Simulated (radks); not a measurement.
The numbers below are computed, except where a source is named.
Problem. The mean radii <r> (bohr) of the occupied orbitals of an atom or ion are listed with their occupations. Level of theory: Dirac Kohn-Sham, LDA (Slater exchange, Perdew-Wang correlation), spin-unpolarised, spherical densities, finite nucleus; Fermi nuclear charge, rms radius of each element as measured or else 0.836 A^(1/3) + 0.57 fm (a radial shooting solver on a logarithmic mesh with Libxc functionals).

| orbital | occ. | <r> |
|---|---|---|
| 1s1/2 | 2 | 0.02039 |
| 2s1/2 | 2 | 0.08597 |
| 2p1/2 | 2 | 0.07150 |
| 2p3/2 | 4 | 0.07878 |
| 3s1/2 | 2 | 0.2250 |
| 3p1/2 | 2 | 0.2146 |
| 3p3/2 | 4 | 0.2282 |
| 3d3/2 | 4 | 0.2011 |
| 3d5/2 | 6 | 0.2054 |
| 4s1/2 | 2 | 0.4953 |
| 4p1/2 | 2 | 0.5004 |
| 4p3/2 | 4 | 0.5273 |
| 4d3/2 | 4 | 0.5382 |
| 4d5/2 | 6 | 0.5465 |
| 4f5/2 | 4 | 0.5582 |

Name the element and its charge. Open shells, if any, fill j = l - 1/2 first.

Solution. Z = 68, erbium, charge +18: Er18+ in [Kr] 4d10 4f4. The 1s radius gives Z: for a bare nucleus <r> = (2 gamma + 1)/(2Z) with gamma = sqrt(1 - (Z/c)^2), 0.02012 bohr for Z = 68, and screening makes it slightly larger (0.02039 here). The occupations add up to 50, and the charge is Z minus that.
